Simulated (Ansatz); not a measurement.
Compare A (`C[SiH](S)C=O`) with its isomer B (`[SiH3]O/C=C\S`).

Program: Ansatz. Geometries: PBE0-D4/def2-TZVP. ΔE: electronic, gas phase. CBS: MP2 limit from def2 TZ/QZ plus the TZ coupled-cluster correction, frozen cores. DFT in def2-TZVPP. B3LYP here is the variant with VWN-RPA as its local correlation; programs differ in this. Each species was taken in one conformer, which may not be the lowest.

A:

```xyz
11

C    -0.287   -1.504    0.029
Si    0.334    0.166    0.550
S     2.259    0.681   -0.231
C    -0.896    1.514   -0.060
O    -1.822    1.249   -0.786
H     0.415   -2.288    0.315
H    -0.428   -1.534   -1.054
H    -1.255   -1.707    0.496
H     0.506    0.303    2.020
H     1.889    0.544   -1.517
H    -0.715    2.575    0.238
```

B:

```xyz
11

Si    1.769   -0.800    0.259
O     0.347    0.044    0.343
C    -0.661   -0.055   -0.562
C    -1.775    0.660   -0.456
S    -2.151    1.811    0.797
H     2.492   -0.468   -0.997
H     1.502   -2.261    0.287
H     2.548   -0.380    1.443
H    -0.523   -0.751   -1.385
H    -2.548    0.540   -1.203
H    -1.001    1.660    1.474
```

(1) Which is lower in electronic energy at CCSD(T)/CBS, and by how much? (Best estimate.)

(2) Give E(B) − E(A) in kcal/mol with HF/def2-TZVPP, CCSD/def2-TZVPP, r2SCAN-D4, B3LYP, B2PLYP, ωB97M-V, PBE-D4. (Estimate.)

Largest T1 diagnostic: 0.014.

Answers

(1) Computed: A, by 12.9 kcal/mol.

(2) The calculation gave: HF/def2-TZVPP 11.1, CCSD/def2-TZVPP 12.8, r2SCAN-D4 13.6, B3LYP 11.8, B2PLYP 12.3, ωB97M-V 14.2, PBE-D4 15.3. None reverses the order clearly.

From PBE to PBE0 (25 % exact exchange), in def2-TZVPP and without D4, E(B) − E(A) moves by −0.7 kcal/mol. In def2-TZVPP, CCSD(T) changes the Hartree–Fock value by +1.9 kcal/mol (the triples alone add +0.2 kcal/mol) and MP2 by +1.8 kcal/mol.
